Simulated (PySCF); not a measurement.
selenophene (C4H4Se), SMILES c1cc[se]c1.

The structure is a stationary point at r2SCAN-D4/def2-SVP.

Calculation: TDDFT-PBE/def2-SVPD in PySCF.

Vertical excitations. Isolated molecule, no solvent. State labels are in the subgroup C2v.

Computed UV-visible absorptions:
| state | symmetry | energy (eV) | λ (nm) | f | main pairs |
|---|---|---|---|---|---|
| S1 | B1 | 5.13 | 242 | 0.003 | HOMO→LUMO+1 100 % |
| S2 | A1 | 5.22 | 238 | 0.092 | HOMO−1→LUMO 88 % |
| S3 | A2 | 5.25 | 236 | 0.000 | HOMO−1→LUMO+1 100 % |
| S4 | B2 | 5.41 | 229 | 0.057 | HOMO→LUMO 94 % |
| S5 | A2 | 6.06 | 205 | 0.000 | HOMO→LUMO+2 100 % |
| S6 | B1 | 6.19 | 200 | 0.020 | HOMO−1→LUMO+2 98 % |
| S7 | A2 | 6.41 | 193 | 0.000 | HOMO→LUMO+4 99 % |
| S8 | B1 | 6.57 | 189 | 0.002 | HOMO−1→LUMO+4 92 % |
| S9 | B1 | 6.78 | 183 | 0.019 | HOMO→LUMO+5 96 % |
| S10 | B1 | 6.85 | 181 | 0.000 | HOMO−2→LUMO 86 % |
| T1 | B2 | 3.63 | 342 | 0 | HOMO→LUMO 98 % |
| T2 | A1 | 4.08 | 304 | 0 | HOMO−1→LUMO 99 % |
| T3 | B1 | 4.86 | 255 | 0 | HOMO→LUMO+1 99 % |
| T4 | A2 | 4.94 | 251 | 0 | HOMO−1→LUMO+1 99 % |
Triplets are in the Tamm–Dancoff approximation, which puts them higher than full response would, so one can lie above its singlet here.
